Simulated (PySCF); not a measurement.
F3H3O3Si2, SMILES O[Si](O)(O)[Si](F)(F)F.

Geometry: PBE0-D3(BJ)/def2-SVP. The structure was generated by enumeration, and PubChem lists no compound with its InChIKey, so it may never have been made. One conformer was computed; it need not be the lowest.

Calculation: PBE0/def2-TZVP (PySCF).

Isolated molecule, no solvent.

- total energy = -1105.85914 hartree
- point group = C3
- highest occupied level = -8.75 eV
- lowest empty level = -0.31 eV
- orbital gap = 8.44 eV
- dipole moment = 0.303 e·Å
- quadrupole, principal values (traceless, Buckingham form, about the centre of nuclear charge) = -11.00, 5.50, 5.50 D·Å
